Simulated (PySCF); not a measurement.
C₈H₉F₃.
Structure used (PBE0-D3(BJ)/def2-SVP), in Å, numbered top down from 1:
```xyz
20
C8H9F3 angstrom
F      3.5942    0.2461   -0.4191
C      2.7724   -0.5008    0.3300
F      3.2528   -0.5004    1.5741
F      2.8638   -1.7568   -0.1387
C      1.3741   -0.0088    0.2631
C      0.5778    0.3298    1.2863
C     -0.7966    0.5691    0.7064
C     -1.3272   -0.8380    0.2970
C     -0.4035   -1.2304   -0.8815
C      0.5431   -0.0031   -1.0011
C     -0.4235    1.1426   -0.6701
H      0.8352    0.3095    2.3465
H     -1.4883    1.1524    1.3281
H     -2.3788   -0.7667   -0.0198
H     -1.2843   -1.5499    1.1338
H     -0.9731   -1.3623   -1.8137
H      0.1613   -2.1558   -0.7037
H      1.1047    0.0598   -1.9421
H      0.0781    2.1192   -0.6052
H     -1.2774    1.2066   -1.3630
```

The closed-shell ground state was solved at several levels (PySCF, density fitting, gas phase, non-relativistic).

```csv
level,basis functions,HOMO (eV),LUMO (eV),gap (eV),dipole (D)
CAM-B3LYP/def2-SVPD,301,-8.92,0.60,9.52,3.13
mPW1PW91/pcSseg-2,522,-7.55,-0.50,7.05,3.04
B3LYP/pcJ-1,387,-7.32,-0.64,6.68,2.92
```

(1) Estimate the row for PBE0/pcSseg-1, a basis of 232 functions; the other rows only guide the guess.

(2) Over all these levels, which gives the widest orbital gap and which the narrowest?

(3) How far do the dipole and the HOMO energy spread over the levels?

## Answers

(1) HOMO -7.58 eV, LUMO -0.45 eV, gap 7.13 eV, dipole 2.94 D.

(2) CAM-B3LYP/def2-SVPD (range-separated hybrid) has the widest, 9.52 eV, and B3LYP/pcJ-1 (global hybrid, 20 % exact exchange) the narrowest, 6.68 eV. Functional and basis both differ between the two, so the spread mixes both effects.

(3) The dipole runs from 2.92 to 3.13 D (mean 3.01 D) and the HOMO from -8.92 to -7.32 eV.
